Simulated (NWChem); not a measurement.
System: SiH4S; SMILES [SiH3]S

Question: Give the equilibrium geometry at PBE0-D3(BJ)/def2-TZVP (NWChem) as a list of bonds and angles, with the point group.

Answer: point group Cs; any orientation.
Bonds (Å): Si1–S2 2.137, Si1–H3 1.485, Si1–H4 1.482, Si1–H5 1.485, S2–H6 1.344. Bond angles (°): S2–Si1–H3 111.6, S2–Si1–H4 104.9, S2–Si1–H5 111.6, H3–Si1–H4 110.0, H3–Si1–H5 108.8, H4–Si1–H5 110.0, Si1–S2–H6 94.7.
